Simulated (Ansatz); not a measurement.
GaH6OSbSi (`[SiH3][GaH][O][SbH2]`). Charge 0, multiplicity 1. Sb takes the def2 core potential. All single points use the PBE0-D4/def2-TZVP geometry. It is one conformer, not always the lowest.

```xyz
10

Si   -1.240   -1.026    0.167
Ga    0.580   -0.489   -1.328
O     1.563    0.957   -0.934
Sb    1.417    2.195    0.571
H    -1.824   -2.352   -0.175
H    -0.776   -1.069    1.580
H    -2.320   -0.006    0.061
H     1.059   -1.205   -2.638
H     1.802    1.058    1.808
H    -0.261    1.939    0.887
```

(1) What is the dipole moment at PBE/def2-TZVPP? (Best estimate.)

(2) And with r2SCAN, B3LYP, ωB97M-V? (An estimate is asked.)

(3) Give the Mulliken charges with PBE, r2SCAN, B3LYP in def2-TZVPP. (Best estimate.)

## Answers

(1) Computed: 0.69 D, with components (-0.38, 0.22, 0.53) D in this frame, pointing from negative to positive charge.

(2) Ansatz gave: r2SCAN 0.74 D, B3LYP 0.76 D, ωB97M-V 0.77 D.

(3) Ansatz gave: 
```json
{"atom": "Si1", "PBE": "-0.01", "r2SCAN": "0.06", "B3LYP": "0.06"}
{"atom": "Ga2", "PBE": "0.33", "r2SCAN": "0.40", "B3LYP": "0.37"}
{"atom": "O3", "PBE": "-0.52", "r2SCAN": "-0.61", "B3LYP": "-0.60"}
{"atom": "Sb4", "PBE": "0.53", "r2SCAN": "0.60", "B3LYP": "0.61"}
{"atom": "H5", "PBE": "-0.04", "r2SCAN": "-0.06", "B3LYP": "-0.05"}
{"atom": "H6", "PBE": "-0.02", "r2SCAN": "-0.04", "B3LYP": "-0.04"}
{"atom": "H7", "PBE": "-0.03", "r2SCAN": "-0.05", "B3LYP": "-0.05"}
{"atom": "H8", "PBE": "-0.03", "r2SCAN": "-0.05", "B3LYP": "-0.04"}
{"atom": "H9", "PBE": "-0.11", "r2SCAN": "-0.12", "B3LYP": "-0.13"}
{"atom": "H10", "PBE": "-0.11", "r2SCAN": "-0.13", "B3LYP": "-0.14"}
```

B3LYP here is the variant with VWN-RPA as its local correlation; programs differ in this.
